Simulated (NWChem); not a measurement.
System: C₂H₂Br₂; SMILES Br/C=C\Br

```xyz
6

Br    -1.7854     0.0000     0.2636
C     -0.6649     0.0000    -1.2616
C      0.6649     0.0000    -1.2616
Br     1.7854     0.0000     0.2636
H     -1.2153     0.0000    -2.1957
H      1.2153     0.0000    -2.1957
```
Atoms are numbered in this order, from 1.

Level: B3LYP/6-31G* (spherical d) (NWChem), optimised geometry, unscaled harmonic frequencies. This build's default masses of Se (78.918 u) and Br (79.917 u) are each other's, which moves their modes by up to 0.6 %. B3LYP is NWChem's, with the RPA form of VWN correlation.

| frequency (cm⁻¹) | IR intensity (km/mol) |
|---|---|
| 105 | 0.0 |
| 381 | 0.0 |
| 469 | 3.5 |
| 572 | 9.9 |
| 689 | 60.1 |
| 755 | 71.4 |
| 894 | 0.0 |
| 1197 | 3.0 |
| 1296 | 54.0 |
| 1650 | 34.9 |
| 3221 | 15.2 |
| 3242 | 0.8 |

```
Property                                                                           Result
-----------------------------------------------------------------------  ----------------
zero-point energy                                                           20.7 kcal/mol
thermal correction to the enthalpy at 298.15 K (with zero-point energy)     24.2 kcal/mol
heat capacity Cv                                                         14.3 cal/(mol K)
entropy at 298.15 K and 1 atm (symmetry number 2)                        74.8 cal/(mol K)
dipole moment                                                                      1.84 D
```

Rigid rotor and harmonic oscillator.
